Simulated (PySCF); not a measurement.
# A small calculation by hand: dipole moment from atomic charges

Ge(H)(F)(NH2)2 (FGeH₅N₂), SMILES [GeH]([NH2])([F])[NH2]. Atoms are numbered in the order given.

```xyz
9

Ge    -0.0561     0.1829    -0.1953
N      1.3455    -0.8041    -0.7554
N     -1.3435    -0.9961     0.2886
F      0.2384     1.0565     1.2919
H     -0.3430     1.2794    -1.2330
H      1.6477    -1.5371    -0.1204
H      2.1467    -0.3057    -1.1287
H     -2.1117    -0.6074     0.8269
H     -1.7034    -1.5881    -0.4536
```

The structure is a stationary point at PBE0-D3(BJ)/def2-SVP. The structure was generated by enumeration, and PubChem lists no compound with its InChIKey, so it may never have been made. One conformer was computed; it need not be the lowest.

Charges (e) from PySCF with ωB97X/def2-TZVP:

| atom | IAO | Mulliken |
|---|---|---|
| Ge1 | 1.293 | 0.700 |
| N2 | -0.833 | -0.626 |
| N3 | -0.835 | -0.627 |
| F4 | -0.559 | -0.395 |
| H5 | -0.143 | -0.023 |
| H6 | 0.271 | 0.248 |
| H7 | 0.268 | 0.241 |
| H8 | 0.270 | 0.243 |
| H9 | 0.269 | 0.240 |

The dipole moment of the full density is 2.00 D.

Q: What dipole moment does each set of point charges give, and which comes closer to that of the density?

A: 
μ = Σ q r, and 1 e Å = 4.8032 D.
IAO: Σ q r = (-0.162, -0.125, -0.644) e Å, |μ| = 3.25 D.
Mulliken: Σ q r = (-0.121, -0.174, -0.537) e Å, |μ| = 2.77 D.
Mulliken comes closer in size. Point charges leave out the atoms' own dipoles (lone pairs, polarised bonds); fits to the potential absorb them, partitions of the density don't.
